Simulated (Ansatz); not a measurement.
Cl2H2SSn, SMILES `[SH][SnH]([Cl])[Cl]`. Charge 0, multiplicity 1. Sn: def2 effective core potential.

```xyz
6

S     0.170    1.876   -0.485
Sn   -0.304   -0.388    0.059
Cl    1.557   -1.314    1.080
Cl   -2.014   -0.307    1.608
H     1.347    1.545   -1.046
H    -0.755   -1.413   -1.216
```

(1) List the harmonic frequencies (cm⁻¹, unscaled) at PBE0-D4/def2-TZVP in Ansatz. (An estimate is asked.)

(2) Is this a minimum?

(3) Give the ideal-gas thermochemistry at 298.15 K and 1 bar (rigid rotor, harmonic oscillator; point group C1, symmetry number 1).

(4) And at 400, 500, 600, 800 and 1000 K?

(5) Rotational constants (cm⁻¹)?

## Answers

(1) Ansatz gave: 40, 103, 124, 127, 365, 379, 386, 548, 566, 724, 1976, 2701.

(2) Yes, all 12 modes are real.

(3) Zero-point energy 48.1 kJ/mol; H(298) − E = 69.6 kJ/mol; entropy 378.0 J/(mol·K), of which translation 176.3, rotation 121.5, vibration 80.2; G(298) − E = -43.1 kJ/mol. Modes under 100 cm⁻¹ are hindered rotations or soft bends, so the harmonic entropy is rough.

(4) 
```
T (K)  H − E (kJ/mol)  S (J/mol/K)  G − E (kJ/mol)
  400            80.0        407.8           -83.1
  500            90.7        431.7          -125.2
  600           101.8        452.0          -169.4
  800           124.9        485.1          -263.2
 1000           148.8        511.8          -363.0
```

(5) 0.059, 0.05698, 0.03417.
